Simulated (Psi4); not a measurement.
A dimer, CH4 ··· CHN (SMILES C and C#N), singlet; the first 5 atoms form monomer A.

```
8

C      0.0000     0.0000     0.0000
H     -0.6417     0.8735    -0.1071
H     -0.4610    -0.8524    -0.4971
H      0.1335    -0.2249     1.0573
H      0.9692     0.2038    -0.4531
C      3.0154    -1.8026    -0.4487
N      3.8291    -1.2147    -1.0019
H      2.2581    -2.3498     0.0660
```

Task: What interaction energy does SAPT0/jun-cc-pVDZ, frozen core run with Psi4 give, and which attractive term is the largest?

Result: Total -0.28 kcal/mol: electrostatics -0.60, exchange 1.25, induction -0.19, dispersion -0.75. The most attractive term is dispersion.
